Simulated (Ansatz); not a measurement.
Cost and result for the atomization energy of C3H10BN, SMILES `CCB(C)N` (15 atoms, 14 bonds).

Cartesian coordinates in Å:
```
C 1.001 0.879 1.367
C 0.852 0.715 -0.144
B -0.372 -0.178 -0.601
C -0.719 -1.532 0.132
N -1.151 0.237 -1.685
H 1.879 1.475 1.629
H 1.103 -0.089 1.864
H 0.129 1.375 1.802
H 0.819 1.702 -0.623
H 1.760 0.234 -0.536
H -1.493 -2.121 -0.367
H -1.066 -1.331 1.151
H 0.168 -2.164 0.240
H -1.921 -0.298 -2.048
H -0.987 1.098 -2.180
```

Total charge 0; spin multiplicity 1. The geometry is a stationary point of PBE0-D4/def2-TZVP. It is one conformer, not always the lowest. Program: Ansatz. All runs use 4 threads of an Arm Neoverse V1 on a shared host. Times are those of one run each, without the atoms' runs, and a repeat can differ threefold. Electronic energies, without spin–orbit coupling; frozen cores. CCSD(T)/CBS adds CCSD(T) − MP2 in def2-TZVPP to the MP2 limit, and its time is that of the two runs behind it. T1 = 0.010.

CCSD(T)/CBS is a level of theory with its own doubt, some kJ/mol a heavy atom from the limit and from the frozen cores, so smaller differences don't rank the functionals.

```csv
level,functions,wall time
LDA (SPW92)/def2-TZVPP,295,1.7 s
revPBE-D4/def2-TZVPP,295,2.6 s
PBE-D4/def2-TZVPP (with forces),295,3.3 s
CAM-B3LYP-D4/def2-TZVPP,295,3.9 s
r2SCANh-D4/def2-TZVPP,295,5.5 s
B2PLYP/def2-TZVPP,295,7 s
CCSD(T)/def2-SVP,120,8.5 s
ωB97X-V/def2-TZVPP,295,9 s
B97M-V/def2-TZVPP,295,11 s
ωB97M-V/def2-TZVPP (with forces),295,13 s
MP2/def2-QZVPP,585,35 s
CCSD(T)/def2-TZVPP,295,14 min
CCSD(T)/CBS(def2),–,14 min
```

Problem. What atomization energy does each give, and how far from CCSD(T)/CBS? (An estimate is asked.)

Solution. Computed: 
```csv
level,atomization (kcal/mol),difference from CCSD(T)/CBS,per bond
LDA (SPW92)/def2-TZVPP,1586.7,184.9,13.2
revPBE-D4/def2-TZVPP,1399.2,-2.6,-0.2
PBE-D4/def2-TZVPP (with forces),1429.2,27.4,2.0
CAM-B3LYP-D4/def2-TZVPP,1415.7,13.9,1.0
r2SCANh-D4/def2-TZVPP,1402.4,0.6,0.0
B2PLYP/def2-TZVPP,1394.2,-7.6,-0.5
CCSD(T)/def2-SVP,1344.6,-57.2,-4.1
ωB97X-V/def2-TZVPP,1406.8,5.0,0.4
B97M-V/def2-TZVPP,1408.8,7.0,0.5
ωB97M-V/def2-TZVPP (with forces),1410.5,8.7,0.6
MP2/def2-QZVPP,1401.7,-0.1,0.0
CCSD(T)/def2-TZVPP,1371.3,-30.5,-2.2
CCSD(T)/CBS(def2),1401.8,0.0,0.0
```

From r2SCAN to r2SCAN0 (25 % exact exchange), in def2-TZVPP and without D4, the atomization energy moves by −12.7 kcal/mol: exact exchange takes away binding that semilocal exchange gives to molecules. The D4 term adds +9.6 kcal/mol with B3LYP and +5.1 kcal/mol with PBE0; it sums over pairs of atoms, weighted by their polarisabilities, and B3LYP, whose exchange is more repulsive, gets the larger term. In def2-TZVPP, CCSD(T) changes the Hartree–Fock value by +309.9 kcal/mol (the triples alone add +15.6 kcal/mol) and MP2 by +322.4 kcal/mol; breaking electron pairs costs correlation energy, which Hartree–Fock lacks.

B3LYP here is the variant with VWN-RPA as its local correlation; programs differ in this.
